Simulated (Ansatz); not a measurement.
norbornadiene (C7H8), singlet, at a GFN2-xTB geometry; BLYP/6-31G (Ansatz, a quantum-chemistry and plane-wave program).

Input for Ansatz:
Ansatz 0.2 input:
```yaml
crystal:
  periodic: [false, false, false]
  atoms:
    - {symbol: C, position_ang: [1.26683248, -0.42587208, 0.62680556]}
    - {symbol: C, position_ang: [0.89168852, 0.82650885, 0.83719261]}
    - {symbol: C, position_ang: [-0.27704302, 1.10829002, -0.09587700]}
    - {symbol: C, position_ang: [-1.40792330, 0.21291814, 0.38927447]}
    - {symbol: C, position_ang: [-1.03277934, -1.03946279, 0.17888741]}
    - {symbol: C, position_ang: [0.35271100, -0.99408137, -0.44905367]}
    - {symbol: C, position_ang: [0.18130047, 0.27364395, -1.30565395]}
    - {symbol: H, position_ang: [2.03257531, -0.99489330, 1.11860469]}
    - {symbol: H, position_ang: [1.27385789, 1.53800964, 1.54410621]}
    - {symbol: H, position_ang: [-0.52455777, 2.15356942, -0.25703564]}
    - {symbol: H, position_ang: [-2.30550390, 0.58295143, 0.84691851]}
    - {symbol: H, position_ang: [-1.54678647, -1.94995151, 0.42141699]}
    - {symbol: H, position_ang: [0.69056719, -1.90300486, -0.93849820]}
    - {symbol: H, position_ang: [-0.58178580, 0.17473263, -2.07752916]}
    - {symbol: H, position_ang: [1.11291274, 0.62691820, -1.74743596]}
basis:
  gaussian:
    orbitals: 6-31G
    fitting: {mean_field: def2-universal-JKFIT}
hamiltonian:
  xc: blyp
```

What the program printed (banner, timings and long lists left out):

```
Functional definition: BLYP
669 factors; integrals over basis functions are off by at most 3.4e-2 eV
mean field evaluation 1: about -7370.1037 eV, gradient 6.4e1 eV
mean field evaluation 2: about -7355.5834 eV, gradient 9.9e1 eV
mean field evaluation 4: about -7381.3329 eV, gradient 4.9e0 eV
mean field evaluation 8: about -7381.3919 eV, gradient 3.2e-2 eV
mean field evaluation 16: about -7381.3919 eV, gradient 1.3e-5 eV
mean field -7381.39188666 eV, -271.2611485477 hartree, gradient 1.3e-5 eV, S^2 0.000000; 0 other end points of the search recorded, 0 dependent functions left out
reference -7381.39217504 eV, -271.2611591455 hartree; 25, 25 occupied and 54, 54 virtual orbitals, 669 factors
Total energy: -7381.39217504 eV, -271.2611591455 hartree
```
